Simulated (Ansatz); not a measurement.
A set of 12 reactions (ligand exchange), with CCSD(T)/CBS values in kJ/mol:

```json
{"reaction": "`C=C[SiH2]O[SiH2]F` + `N[SiH](Cl)Cl` → `C=C[SiH2]N[SiH](Cl)Cl` + `O[SiH2]F`", "ΔE": "47.5"}
{"reaction": "`C[SiH](C)[SnH3]` + `O[SiH3]` → `C[SiH](C)O[SiH3]` + `[SnH4]`", "ΔE": "-89.9"}
{"reaction": "`[SeH][SiH2][SeH]` + `P[SeH]` → `P[Se][SiH2][SeH]` + H₂Se", "ΔE": "-2.4"}
{"reaction": "`CB[SiH](F)F` + H₂S → `F[SiH](F)S` + `BC`", "ΔE": "-86.6"}
{"reaction": "`CN[SiH2][GaH2]` + CH₃NH₂ → `CN[SiH2]NC` + `[GaH3]`", "ΔE": "-50.9"}
{"reaction": "`[BH2][Al]1[SiH2][S]1` + `O[CH2][GeH3]` → `BO[CH2][GeH3]` + `[AlH]1[SiH2][S]1`", "ΔE": "-165.8"}
{"reaction": "`CB(S)CCl` + H₂S → `CB(S)S` + `CCl`", "ΔE": "-63.1"}
{"reaction": "`[CH3][GeH]([F])[SiH3]` + `N[SiH](Cl)Cl` → `[SiH3]N[SiH](Cl)Cl` + `[CH3][GeH2][F]`", "ΔE": "-42.0"}
{"reaction": "`BB[SiH3]` + `C[SiH](O)F` → `BBO[SiH](C)F` + SiH₄", "ΔE": "-123.1"}
{"reaction": "`N#CBF` + `C[SeH]` → `C[Se]BF` + `C#N`", "ΔE": "-38.0"}
{"reaction": "`[OH][Al-]1([OH])[O]C(C(F)(F)F)=CC(C(F)(F)F)=[O+]1` + HCl → `[OH][Al-]1([Cl])[O]C(C(F)(F)F)=CC(C(F)(F)F)=[O+]1` + H₂O", "ΔE": "-30.9"}
{"reaction": "`O[Si]Br` + `O[SiH3]` → `O[Si]O[SiH3]` + HBr", "ΔE": "-18.6"}
```

Program: Ansatz. Geometries: PBE0-D4/def2-TZVP. ΔE: electronic, gas phase. CBS: MP2 limit from def2 TZ/QZ plus the TZ coupled-cluster correction, frozen cores. This one scheme is used for every species. DFT in def2-TZVPP. B3LYP here is the variant with VWN-RPA as its local correlation; programs differ in this. def2 core potentials past Kr. For Br, Ga, Ge, Se, Sn outer-core shells are correlated without core-valence functions, which leaves a few kJ/mol of doubt a bond. Scalar relativity is left out up to krypton. Each species was taken in one conformer, which may not be the lowest.

**Question.** Give the mean, mean absolute and largest difference (level minus CCSD(T)/CBS, kJ/mol) for: r2SCAN-D4, PBE0-D4, ωB97X-V, B2PLYP, PBE, r2SCAN, B3LYP, HF/def2-TZVPP, SCS-MP2/def2-TZVPP, CCSD/def2-TZVPP, CCSD(T)/def2-TZVPP, HF/def2-QZVPP, MP2/def2-QZVPP, SCS-MP2/def2-QZVPP. (An estimate is asked.)

**Answer.** Ansatz gave: 
```json
{"level": "r2SCAN-D4", "mean": "1.7", "mean absolute": "3.4", "largest": "11.6"}
{"level": "PBE0-D4", "mean": "4.3", "mean absolute": "5.7", "largest": "13.0"}
{"level": "ωB97X-V", "mean": "-0.1", "mean absolute": "2.6", "largest": "-8.0"}
{"level": "B2PLYP", "mean": "-0.4", "mean absolute": "4.3", "largest": "-9.0"}
{"level": "PBE", "mean": "9.1", "mean absolute": "9.7", "largest": "21.2"}
{"level": "r2SCAN", "mean": "2.3", "mean absolute": "4.1", "largest": "12.1"}
{"level": "B3LYP", "mean": "3.2", "mean absolute": "5.5", "largest": "13.1"}
{"level": "HF/def2-TZVPP", "mean": "-4.5", "mean absolute": "12.9", "largest": "-33.1"}
{"level": "SCS-MP2/def2-TZVPP", "mean": "-4.2", "mean absolute": "6.2", "largest": "-12.4"}
{"level": "CCSD/def2-TZVPP", "mean": "-0.9", "mean absolute": "3.9", "largest": "-10.7"}
{"level": "CCSD(T)/def2-TZVPP", "mean": "-1.0", "mean absolute": "2.5", "largest": "-7.2"}
{"level": "HF/def2-QZVPP", "mean": "-5.0", "mean absolute": "14.1", "largest": "-35.2"}
{"level": "MP2/def2-QZVPP", "mean": "-4.0", "mean absolute": "4.1", "largest": "-8.7"}
{"level": "SCS-MP2/def2-QZVPP", "mean": "-3.9", "mean absolute": "5.5", "largest": "-10.8"}
```

The largest T1 diagnostic in the set is 0.016, for `[BH2][Al]1[SiH2][S]1` (customary mark 0.02).

CCSD(T)/CBS is a level of theory with its own doubt, and the functionals carry their triple-zeta basis error, so these figures describe this set and don't rank the functionals.
